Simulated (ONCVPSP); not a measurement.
Cl: excitation energies, all-electron against ONCV

* Element: chlorine
* Generator: ONCVPSP 4.0.1
* Type: optimised norm-conserving Vanderbilt (ONCV)
* Functional: PBE
* Relativity: scalar-relativistic
* Frozen core: [Ne]
* Valence charge: 7
* Reference configuration: 3s2 3p4 (charge +1)
* Partial waves: 3s: rc 1.35 bohr, ncon 4, nbas 8, qcut 5.4 1/bohr, 2 projectors, debl 0.8 Ha; 3p: rc 1.50 bohr, ncon 3, nbas 6, qcut 4.5 1/bohr, 2 projectors, debl 1.3 Ha
* Local potential: polynomial inside 1.25 bohr (lpopt 1, dvloc0 1 Ha)
* Core correction: Teter function, fcfact 4, rcfact 1.65

In the s channel the program set the typed energies aside and used -1.179, 0.250 Ha.

Energies are relative to the spin-unpolarised reference configuration 3s2 3p4; without spin polarisation the order of configurations can differ from experiment.

```csv
valence configuration,charge,ΔE all-electron (eV),error AE − PS (meV)
3s2 3p5,0,-13.875,+1.9
3s2 3p3,+2,25.447,0.0
3s2 3p2,+3,63.754,-2.4
```

Problem. What are ΔE and the potential's error for 3s2 3p1?

Solution. ΔE = 115.997 eV all-electron; the error (AE − PS) is -28 meV.

Levels in the configuration 3s2 3p5:

| level | all-electron (eV) | pseudo (eV) |
| --- | --- | --- |
| 3s | -20.692 | -20.693 |
| 3p | -8.595 | -8.597 |
